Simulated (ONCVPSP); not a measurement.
Building the ONCV potential for copper (PBEsol, scalar-relativistic).

ONCVPSP 4.0.1 was run on this input:

```
# ATOM AND REFERENCE CONFIGURATION
# atsym  z   nc   nv     iexc    psfile
  Cu 29.00    5    3  -116133      upf
#
#   n    l    f
    1    0    2.00
    2    0    2.00
    2    1    6.00
    3    0    2.00
    3    1    6.00
    3    2   10.00
    4    0    0.75
    4    1    0.25
#
# PSEUDOPOTENTIAL AND OPTIMIZATION
# lmax
    2
#
#   l,   rc,      ep,       ncon, nbas, qcut
    0    2.45    0.00    5    9    3.40
    1    3.70    0.00    4    9    1.90
    2    0.90    0.00    5    9   21.30
#
# LOCAL POTENTIAL
# lloc, lpopt,  rc(5),   dvloc0
    2    5    0.90    0.00
#
# VANDERBILT-KLEINMAN-BYLANDER PROJECTORs
# l, nproj, debl
    0    1    0.70
    1    2    0.80
    2    0    1.80
#
# MODEL CORE CHARGE
# icmod, fcfact, rcfact
    3    4.25    1.40
#
# LOG DERIVATIVE ANALYSIS
# epsh1, epsh2, depsh
   -2.00    5.00    0.02
#
# OUTPUT GRID
# rlmax, drl
    6.00    0.01
#
# TEST CONFIGURATIONS
# ncnf
    4
# nvcnf
#   n    l    f
    3
    3    2   10.00
    4    0    1.00
    4    1    0.00
#
    3
    3    2   10.00
    4    0    0.00
    4    1    0.00
#
    3
    3    2    9.00
    4    0    0.00
    4    1    0.00
#
    3
    3    2    9.00
    4    0    1.00
    4    1    1.00
#
```

Command:

```bash
oncvpsp.x < Cu.dat > Cu.out
```

The program printed (shortened: citation, most of the input echo, consistency checks and plot data are left out):

```
ONCVPSP  (Optimized Norm-Conservinng Vanderbilt PSeudopotential)
scalar-relativistic version 4.0.1

#   n    l    f        energy (Ha)
    1    0    2.00    -3.2499542E+02
    2    0    2.00    -3.9027990E+01
    2    1    6.00    -3.3698594E+01
    3    0    2.00    -4.2263080E+00
    3    1    6.00    -2.6681159E+00
    3    2   10.00    -2.0791744E-01
    4    0    0.75    -1.8507251E-01
    4    1    0.25    -3.5372541E-02

Reference configufation results
  iterations    38
  all-electron total energy (Ha)   -1.65345358D+03

Begin loop to  construct optimized pseudo wave functions
and semi-local pseudopoentials for all angular momenta

Calculating optimized projector #   1

 for l=   0

    Fraction of norm inside rc  0.418520
    Optimizing pswf for qcut=   3.41 a_B^-1,  ecut=   5.80 Ha
    Residual kinetic energy error=  2.74D-04 Ha

    Energy error per electron        Cutoff
         Ha          eV             Ha
         0.01000     0.27211        2.85
         0.00100     0.02721        4.84
         0.00010     0.00272       10.79
         0.00001     0.00027       33.49

   Wellstate for l =  1  n =  6
     eigenvalue =   0.7646
     asymptotic potential =   1.2646
     half-point radius =  7.4211

Calculating optimized projector #   1

 for l=   1

    Fraction of norm inside rc  0.344512
    Optimizing pswf for qcut=   1.90 a_B^-1,  ecut=   1.81 Ha
    Residual kinetic energy error=  9.30D-05 Ha

    Energy error per electron        Cutoff
         Ha          eV             Ha
         0.01000     0.27211        0.65
         0.00100     0.02721        1.24
         0.00010     0.00272        1.79
         0.00001     0.00027        4.30

Calculating optimized projector #   2

 for l=   1

    Fraction of norm inside rc  0.224369
    Optimizing pswf for qcut=   1.90 a_B^-1,  ecut=   1.81 Ha
    Residual kinetic energy error=  1.19D-03 Ha

    Energy error per electron        Cutoff
         Ha          eV             Ha
         0.01000     0.27211        1.45
         0.00100     0.02721        1.77
         0.00010     0.00272        3.00
         0.00001     0.00027       21.16

Calculating optimized projector #   1

 for l=   2

    Fraction of norm inside rc  0.528079
    Optimizing pswf for qcut=  21.30 a_B^-1,  ecut= 226.92 Ha
    Residual kinetic energy error=  1.41D-05 Ha

    Energy error per electron        Cutoff
         Ha          eV             Ha
         0.01000     0.27211      116.63
         0.00100     0.02721      143.46
         0.00010     0.00272      166.74
         0.00001     0.00027      481.94

Construct Vanderbilt / Kleinmman-Bylander projectors

B matrix Hermiticity error, ll=   1
   1   2   -1.1410E-05

  Orthonormal projector coefficients  6.0517E+00  1.7450E-01

Model core correction analysis
  based on d2Exc/dn_idn_j

d2excae - all-electron derivatives

   -2.476400D-02   -7.771749D-03   -2.678472D-03
   -7.768118D-03   -3.848406D-02   -2.662564D-02
   -2.675463D-03   -2.662742D-02   -4.061709D-02

d2excps - pseudofunction derivatives with no core correction

   -4.080530D-02   -8.264686D-03   -2.762486D-03
   -8.260618D-03   -3.891863D-02   -2.668277D-02
   -2.759441D-03   -2.668551D-02   -4.062982D-02

rms 2nd derivative error    5.354319E-03

rmatch, rhocmatch    0.9114    8.8205

Teter function model core charge with specified parameters

d2excps - pseudofunction derivatives with core correction

   -2.992891D-02   -7.908120D-03   -2.696478D-03
   -7.904200D-03   -3.877961D-02   -2.665262D-02
   -2.693429D-03   -2.665523D-02   -4.062207D-02

rms 2nd derivative error    1.725718E-03

Pseudoatom total energy  -50.570502

Diagnostic tests using Vanderbilt-Kleinman-Bylander pseudopotentials
  1 or more projectors used as specified by nproj input data

   l    rcore       rmatch      e in        delta e   norm test  slope test

   0   2.4601736   2.5348698  -0.1850725  -0.0000005   0.9999997   1.0000066

   1   3.7172898   3.8301548  -0.0353725  -0.0000000   1.0000040   1.0000077
   1   3.7172898   3.8301548   0.7646274   0.0000031   1.0000506   1.0000506

   2   0.9005441   0.9278866  -0.2079174   0.0000060   1.0000049   1.0000007

 Testing for bound ghosts
   n   l    E NL Schr. Eq   E Basis Diag.   E Cutoff

       0                      -25.248014     43.11  WARNING - GHOST(-)
   1   0       -0.185073       -0.182120     43.11

       1                       -7.933025     28.49  WARNING - GHOST(-)
   2   1       -0.035373       -0.031589     28.49

 Testing for highly-localized positive-energy ghosts
       l    <radius>/rc     E Basis Diag.   E Cutoff

       0        0.496685        0.338023     43.11  WARNING - GHOST(+)

Test configuration 0

   n   l     f        eae           eps        diff
   1   0  2.0000 -324.99542041
   2   0  2.0000  -39.02798973
   2   1  6.0000  -33.69859394
   3   0  2.0000   -4.22630797
   3   1  6.0000   -2.66811590
   3   2 10.0000   -0.20791744   -0.20791143    6.01D-06
   4   0  0.7500   -0.18507251   -0.18507304   -5.29D-07
   4   1  0.2500   -0.03537254   -0.03537256   -2.26D-08

    Total energies and differences
      AE_ref= -1.65345358D+03  AE_tst= -1.65345358D+03  dif=  0.00D+00
      PS_ref= -5.05705023D+01  PS_tst= -5.05705023D+01  dif= -3.06D-13
      PSP excitation error=  3.06D-13

Test configuration 1

   n   l     f        eae           eps        diff
   1   0  2.0000 -324.97347039
   2   0  2.0000  -39.00749990
   2   1  6.0000  -33.67798976
   3   0  2.0000   -4.20429104
   3   1  6.0000   -2.64592314
   3   2 10.0000   -0.18594224   -0.18621227   -2.70D-04
   4   0  1.0000   -0.16936025   -0.16926924    9.10D-05

    Total energies and differences
      AE_ref= -1.65345358D+03  AE_tst= -1.65349048D+03  dif= -3.69D-02
      PS_ref= -5.05705023D+01  PS_tst= -5.06073844D+01  dif= -3.69D-02
      PSP excitation error= -1.50D-05

Test configuration 2

   n   l     f        eae           eps        diff
   1   0  2.0000 -325.28907822
   2   0  2.0000  -39.31314948
   2   1  6.0000  -33.98450218
   3   0  2.0000   -4.51954537
   3   1  6.0000   -2.96243084
   3   2 10.0000   -0.50135177   -0.50000276    1.35D-03

    Total energies and differences
      AE_ref= -1.65345358D+03  AE_tst= -1.65319260D+03  dif=  2.61D-01
      PS_ref= -5.05705023D+01  PS_tst= -5.03092083D+01  dif=  2.61D-01
      PSP excitation error= -3.13D-04

Test configuration 3

psatom: WARNING lschvkbb convergence error n,l,iter=   2   1   3
ea(ii),et,emin,emax -3.537256E-02 -3.890982E-02 -3.890982E-02 -3.890982E-02
run_config: WARNING for fully non-local PS atom, stg. 1
 WARNING no output for configuration 4

Test configuration 4

   n   l     f        eae           eps        diff
   1   0  2.0000 -325.24255303
   2   0  2.0000  -39.29375499
   2   1  6.0000  -33.96235990
   3   0  2.0000   -4.47626538
   3   1  6.0000   -2.91337700
   3   2  9.0000   -0.42641368   -0.42791854   -1.50D-03
   4   0  1.0000   -0.26285469   -0.26157062    1.28D-03
   4   1  1.0000   -0.07730706   -0.07645466    8.52D-04

    Total energies and differences
      AE_ref= -1.65345358D+03  AE_tst= -1.65323819D+03  dif=  2.15D-01
      PS_ref= -5.05705023D+01  PS_tst= -5.03537582D+01  dif=  2.17D-01
      PSP excitation error= -1.36D-03
```

Note: ghosts flagged at negative energy: s at -687.0 eV, p at -215.9 eV; GHOST(+) flagged for s at 9.2 eV. A true bound ghost makes a file unfit for plane-wave use.

The run took about 4 s on one core of a shared server CPU.
